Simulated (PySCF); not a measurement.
# Excitation energy of C by level of theory

C [He] 2s2 2p2 (3P) → C [He] 2s1 2p3 (5S), as a difference of total energies. All numbers are calculated (PySCF 2.14, no relativity, point nucleus, in aug-cc-pwCVTZ (7s6p4d2f, 59 functions)). Correlated levels: valence and next inner shell: nothing frozen. The calculations carry no spin-orbit coupling.

```
                                method  excitation energy (cm⁻¹)
                                   UHF                     20847
    MP2 (valence and next inner shell)                     29962
SCS-MP2 (valence and next inner shell)                     34625
   CCSD (valence and next inner shell)                     32616
CCSD(T) (valence and next inner shell)                     33075
```

Errors of the correlated levels include the incompleteness of this basis.

Which method comes closest to the reference value, and which is furthest?

The reference is 33706 cm⁻¹ (measured; NIST levels, between the centres of gravity of the two terms). Closest: CCSD(T) (valence and next inner shell) (error -631.09 cm⁻¹); furthest: UHF (error -12859 cm⁻¹).
